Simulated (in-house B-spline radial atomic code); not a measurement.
In²⁺. Computed with a B-spline radial atomic code. Model: non-relativistic spherical atom: semilocal Troullier-Martins pseudo-atom, one channel per l, against all electrons, high spin, G0W0 and RPA with empty states to l = 8, local potential for every l without a channel, a model core (radius 0 = none) keeps its share of the functional.

Without relativity these are model numbers for so heavy an element.

What the tables leave out is listed at the end.

The pseudopotential gives back the lowest level of each angular momentum of its own functional in the configuration it was made in; a second state of the same l is only approximately right. Exact exchange, RPA and GW see the smooth pseudo-orbitals and miss the exchange with the core, for which the functional's share stands in. The column with an uncorrelated core keeps all orbitals and exact exchange, and so separates missing core correlation from pseudisation. Only the three outermost levels and the lowest empty one were computed. RPA here is direct RPA, with no exchange kernel, and its energies carry an (l + 1/2)⁻⁴ tail. A hybrid on a potential with a model core restores only its own semilocal share of the core's exchange.

Command:
```bash
python run_psgw.py task.json out
```
Settings (lengths in bohr, energies in hartree):
```
Z                      49
electrons              47
configuration          [Kr] 4d10 5s1
generated_in           [Kr] 4d10 5s1
functional             lda,vwn
core_shells            8
radius_factor          0.8
core_correction        True
ion_configuration      [Kr] 4d10
```

Run time, properties included: 63 s on 1 thread of Arm Neoverse N1, on a shared host.

Given: made with LDA VWN5; model core radius 0.749 bohr; local radius 0.916 bohr; mean-field start LDA VWN5.

Valence shells of the generating configuration: 4d, 5s.

Channel: s 1.699, p 1.954, d 0.733 (radii in bohr).

Computed: largest level miss in the spin-unpolarised generating configuration 0 eV; valence RPA correlation energy all-electron orbitals -0.63058 hartree; valence RPA correlation energy pseudo -1.0924 hartree; ionisation by mean-field all-electron 27.768 eV; ionisation by mean-field pseudo minus all 0.007 eV; ionisation by RPA all-electron 27.471 eV; ionisation by RPA pseudo minus all 0.984 eV.

| level | occupied | mean-field all-electron (eV) | mean-field pseudo minus all (eV) | G0W0 all-electron (eV) | G0W0 uncorrelated core minus all (eV) | G0W0 pseudo minus all (eV) | exchange self-energy all-electron (eV) | exchange self-energy pseudo (eV) |
| --- | --- | --- | --- | --- | --- | --- | --- | --- |
| 5s up | 1 | -23.509 | -0.002 | -27.672 | 0.044 | -0.593 | -14.479 | -12.858 |
| 4d down | 1 | -37.456 | -0.003 | -45.167 | -0.402 | 2.853 | -42.855 | -26.46 |
| 5s down (empty) | 0 | -22.503 | -0.003 | -18.399 | 0.053 | -0.651 | -4.2684 | -2.6993 |

**Question.** What is the pseudo-atom RPA polarisability?

**Answer.** 11.703 bohr³.

**Question.** What is the all-electron RPA polarisability, core included?

**Answer.** 11.654 bohr³.

Given: mean-field start PBE0.

Computed: valence RPA correlation energy all-electron orbitals -0.59449 hartree; all-electron RPA polarisability, core included 10.716 bohr³; pseudo-atom RPA polarisability 10.821 bohr³; ionisation by mean-field all-electron 27.045 eV; ionisation by RPA all-electron 27.338 eV; ionisation by RPA pseudo minus all 0.914 eV.

| level | occupied | mean-field all-electron (eV) | mean-field pseudo minus all (eV) | G0W0 all-electron (eV) | G0W0 uncorrelated core minus all (eV) | G0W0 pseudo minus all (eV) | exchange self-energy all-electron (eV) | exchange self-energy pseudo (eV) |
| --- | --- | --- | --- | --- | --- | --- | --- | --- |
| 5s up | 1 | -23.924 | -0.22 | -27.467 | 0.048 | -0.623 | -14.131 | -12.756 |
| 4d down | 1 | -39.753 | 1.591 | -45.323 | -0.404 | 3.6 | -42.99 | -26.27 |
| 5s down (empty) | 0 | -20.631 | -0.229 | -18.18 | 0.055 | -0.677 | -3.9074 | -2.5668 |

**Question.** What is the ionisation by mean-field pseudo minus all?

**Answer.** 0.238 eV.

**Question.** What is the valence RPA correlation energy pseudo?

**Answer.** -1.0472 hartree.

Among the listed levels the largest G0W0 shift of the pseudo-atom is +3.60 eV, for 4d down on the PBE0 start, while leaving the core uncorrelated moves that level by -0.40 eV. So pseudisation and the lost core exchange, not the missing core correlation, make the error. Not in the tables (levels of low weight, unsolved or above zero; the highest and the empty levels are kept at any weight): on LDA the G0W0 levels 4d up (pseudo minus all +2.69 eV, weights 0.85 and 0.82); on PBE0 the G0W0 levels 4d up (pseudo minus all +4.01 eV, weights 0.41 and 0.88); no Hartree-Fock pseudo-atom is run with a model core.
